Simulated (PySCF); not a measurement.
Cost of excited-state runs on `C1C[N]([AlH2])CC1`, C4H10AlN

Geometry:
```json
{"atom": "Al1", "x (Å)": "2.293", "y (Å)": "0.202", "z (Å)": "0.748"}
{"atom": "N2", "x (Å)": "0.712", "y (Å)": "0.056", "z (Å)": "-0.059"}
{"atom": "C3", "x (Å)": "-0.207", "y (Å)": "1.124", "z (Å)": "-0.405"}
{"atom": "C4", "x (Å)": "-1.580", "y (Å)": "0.625", "z (Å)": "0.076"}
{"atom": "C5", "x (Å)": "-1.441", "y (Å)": "-0.913", "z (Å)": "0.086"}
{"atom": "C6", "x (Å)": "0.000", "y (Å)": "-1.163", "z (Å)": "-0.392"}
{"atom": "H7", "x (Å)": "3.068", "y (Å)": "-1.141", "z (Å)": "1.084"}
{"atom": "H8", "x (Å)": "2.810", "y (Å)": "1.665", "z (Å)": "1.085"}
{"atom": "H9", "x (Å)": "-0.231", "y (Å)": "1.272", "z (Å)": "-1.504"}
{"atom": "H10", "x (Å)": "0.094", "y (Å)": "2.083", "z (Å)": "0.044"}
{"atom": "H11", "x (Å)": "-2.394", "y (Å)": "0.976", "z (Å)": "-0.576"}
{"atom": "H12", "x (Å)": "-1.791", "y (Å)": "1.001", "z (Å)": "1.088"}
{"atom": "H13", "x (Å)": "-1.579", "y (Å)": "-1.308", "z (Å)": "1.103"}
{"atom": "H14", "x (Å)": "-2.178", "y (Å)": "-1.413", "z (Å)": "-0.560"}
{"atom": "H15", "x (Å)": "0.004", "y (Å)": "-1.327", "z (Å)": "-1.489"}
{"atom": "H16", "x (Å)": "0.468", "y (Å)": "-2.047", "z (Å)": "0.068"}
```

PySCF with density fitting, on 1 thread of an Intel Xeon Platinum 8375C, shared host. Command: `OMP_NUM_THREADS=1 python excited_run.py task.json out`

How long does each of these runs take, and how much memory?
- magnetisability and related constants, KT3/pcSseg-1; isotopologues
- magnetisability and related constants, revPBE/pcSseg-0; usual settings


```
                                  run            level  basis functions  wall time  peak memory (GiB)
magnetisability and related constants     KT3/pcSseg-1              159       29 s               0.55
magnetisability and related constants  revPBE/pcSseg-0               78       10 s               0.46
```
Times from a shared host are rough.
